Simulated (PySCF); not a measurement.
# As⁻ (arsenic, charge -1) across methods

[Ar] 3d10 4s2 4p4, high-spin 3P determinant. Calculation: PySCF 2.14, in dyall-av3z (24s17p11d2f, 144 functions); scalar relativity by spin-free X2C-1e.

| method | E (hartree) | mean ε 4s β (eV) | mean ε 4p α (eV) | mean ε 4p β (eV) | Σ⟨r²⟩ (bohr²) | ⟨S²⟩ |
| --- | --- | --- | --- | --- | --- | --- |
| PBE0 | -2260.544 | -7.831 | -0.267 | 0.968 | 63.19 | 2.011 |
| UHF | -2259.07678 | -10.248 | -2.706 | -0.562 | 62.62 | 2.030 |
| LDA | -2257.405 | -7.106 | 0.540 | 1.563 | 65.22 | 2.009 |
| PW91 | -2261.012 | -6.824 | 0.600 | 1.635 | 65.17 | 2.009 |
| PBE | -2260.514 | -6.774 | 0.611 | 1.653 | 65.49 | 2.010 |
| r2SCAN | -2260.800 | -6.729 | 0.381 | 1.552 | 63.52 | 2.018 |
| TPSSh | -2260.758 | -7.083 | 0.262 | 1.396 | 63.14 | 2.010 |

(1) Estimate the same row for BHandHLYP.

The highest occupied level is positive at BHandHLYP, PBE0, LDA, PW91, PBE, r2SCAN, TPSSh: only the finite basis holds that electron, which in a density functional comes from self-interaction.

Answers

(1) E (hartree) = -2260.784; mean ε 4s β (eV) = -9.031; mean ε 4p α (eV) = -0.981; mean ε 4p β (eV) = 0.286; Σ⟨r²⟩ (bohr²) = 62.65; ⟨S²⟩ = 2.011.
